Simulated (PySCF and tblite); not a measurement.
Values are calculated unless marked as measured or tabulated.
C₇H₈ClF₃, numbered as in [F:1][C:2]([F:3])([F:4])[C:5]1=[CH:6][C@H:7]([Cl:8])[CH2:9][CH2:10][CH2:11]1.

Geometries GFN2-xTB; weights from PBE0-D3(BJ)/pcSseg-1 (IEF-PCM, acetone) energies and GFN2-xTB thermal corrections, with symmetry numbers and mirror pairs. Conformers within 5 kcal/mol (GFN2-xTB free energy) were kept, 6 at most. Of two unlike H on one atom, a is the less shielded (PBE0/pcSseg-1 (IEF-PCM, acetone)). (PySCF 2.14, tblite 0.8.)

An NOE distance is ⟨r⁻⁶⟩^(−1/6) over all pairs of like atoms and, for the average, over conformers.

The 6-ring runs over atoms 5–6–7–9–10–11.

```csv
conformer,shape,weight %
1,"6-ring half-chair (ring torsions -15, 45, -63, 48, -18, 1°)",73.8
2,"6-ring half-chair (ring torsions 16, -48, 64, -47, 15, 1°)",26.2
```

(1) Which H–H contacts under 3.5 Å would NOEs report (pairs on one atom left out) at 298.15 K?

Results:

(1) 
```
         pair  in 1 (Å)  in 2 (Å)  average (Å)
   H7 ··· H9a      2.43      2.43         2.43
H10a ··· H11a      2.43      2.42         2.43
H10b ··· H11b      2.43      2.42         2.43
    H6 ··· H7      2.46      2.62         2.50
 H9b ··· H10a      2.51      2.52         2.52
 H9a ··· H10b      2.53      2.53         2.53
 H9b ··· H10b      2.47      3.05         2.56
   H7 ··· H9b      2.55      3.05         2.64
H10b ··· H11a      2.56      3.05         2.64
 H9a ··· H11b      2.62      4.30         2.74
 H9a ··· H10a      3.05      2.46         2.80
H10a ··· H11b      3.06      2.57         2.86
 H9b ··· H11a      4.29      2.62         3.20
  H7 ··· H10b      4.30      2.64         3.23
```

Longer pairs under the limit may be missing.


Conformer gaps in pcSseg-1 on xTB geometries can be 2 kcal/mol off for S=O, P=O and other polar bonds.